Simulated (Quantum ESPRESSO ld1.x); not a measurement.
Values are calculated unless marked as measured or tabulated.
Ce XLV, 14 electrons, occupied as [Ne] 3s2 3p2. Code: ld1.x of Quantum ESPRESSO 7.5. Model: Dirac Kohn-Sham, relativistic LDA (MacDonald-Vosko exchange, VWN5 correlation), spin-unpolarised, spherical densities, point nucleus; open shells are shared between the two j in proportion to 2j + 1.

Normalised radial functions P(r) = r R(r) (large component), r in bohr:

```
   r/bohr * 3d5/2 (the largest magnitude, 2.25, reaches the edge; | marks zero)
 0.001749 *
 0.002508 *
 0.003566 *
  0.00507 *
 0.007209 *
  0.01025 *
  0.01469 |*
  0.02089 |*
   0.0297 |  *
  0.04224 |       *
  0.06006 |               *
   0.0854 |                            *
   0.1224 |                                            *
    0.174 |                                                      *
   0.2475 |                                               *
   0.3519 |                         *
   0.5004 |      *
   0.7172 |*
     1.02 *
     1.45 *
```

3d5/2 (empty): eigenvalue -3226.9 eV, 0 radial nodes, <r> = 0.215 bohr, 90 % of the charge inside 0.327 bohr.
